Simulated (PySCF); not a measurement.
Radial density of As⁺ (arsenic, charge +1)

r2SCANh, [Ar] 3d10 4s1 4p3, high-spin 5S determinant (an excited configuration). All numbers are calculated (PySCF 2.14, the spin-free X2C one-electron Hamiltonian (Gaussian nucleus), in x2c-TZVPPall).

```json
{"r (bohr)": "0.000678", "4πr²ρ (e/bohr)": "0.2388", "4πr²(ρα − ρβ)": "0.0002"}
{"r (bohr)": "0.00114", "4πr²ρ (e/bohr)": "0.5911", "4πr²(ρα − ρβ)": "0.0004"}
{"r (bohr)": "0.00192", "4πr²ρ (e/bohr)": "1.457", "4πr²(ρα − ρβ)": "0.0011"}
{"r (bohr)": "0.00323", "4πr²ρ (e/bohr)": "3.494", "4πr²(ρα − ρβ)": "0.0025"}
{"r (bohr)": "0.00543", "4πr²ρ (e/bohr)": "7.914", "4πr²(ρα − ρβ)": "0.0056"}
{"r (bohr)": "0.00913", "4πr²ρ (e/bohr)": "16.36", "4πr²(ρα − ρβ)": "0.0114"}
{"r (bohr)": "0.0154", "4πr²ρ (e/bohr)": "29.02", "4πr²(ρα − ρβ)": "0.0197"}
{"r (bohr)": "0.0258", "4πr²ρ (e/bohr)": "39.72", "4πr²(ρα − ρβ)": "0.0271"}
{"r (bohr)": "0.0435", "4πr²ρ (e/bohr)": "37.93", "4πr²(ρα − ρβ)": "0.0379"}
{"r (bohr)": "0.0731", "4πr²ρ (e/bohr)": "33.20", "4πr²(ρα − ρβ)": "0.0941"}
{"r (bohr)": "0.123", "4πr²ρ (e/bohr)": "45.94", "4πr²(ρα − ρβ)": "0.1540"}
{"r (bohr)": "0.207", "4πr²ρ (e/bohr)": "37.08", "4πr²(ρα − ρβ)": "-0.0216"}
{"r (bohr)": "0.348", "4πr²ρ (e/bohr)": "25.28", "4πr²(ρα − ρβ)": "0.2146"}
{"r (bohr)": "0.585", "4πr²ρ (e/bohr)": "28.72", "4πr²(ρα − ρβ)": "0.1521"}
{"r (bohr)": "0.984", "4πr²ρ (e/bohr)": "8.894", "4πr²(ρα − ρβ)": "0.4320"}
{"r (bohr)": "1.66", "4πr²ρ (e/bohr)": "2.821", "4πr²(ρα − ρβ)": "2.2491"}
{"r (bohr)": "2.78", "4πr²ρ (e/bohr)": "1.094", "4πr²(ρα − ρβ)": "1.0882"}
{"r (bohr)": "4.68", "4πr²ρ (e/bohr)": "0.07075", "4πr²(ρα − ρβ)": "0.0707"}
{"r (bohr)": "7.88", "4πr²ρ (e/bohr)": "0.0003939", "4πr²(ρα − ρβ)": "0.0004"}
```

Densities and radii are taken from the X2C orbitals without a picture-change correction, which distorts them close to the nucleus.

Problem. Where is the radial spin density 4πr²(ρα − ρβ) most negative, and why is it negative at all?

Solution. Around r = 0.207 bohr, down to -0.0216 e/bohr: exchange with the open shell polarises the paired shells in an unrestricted calculation.
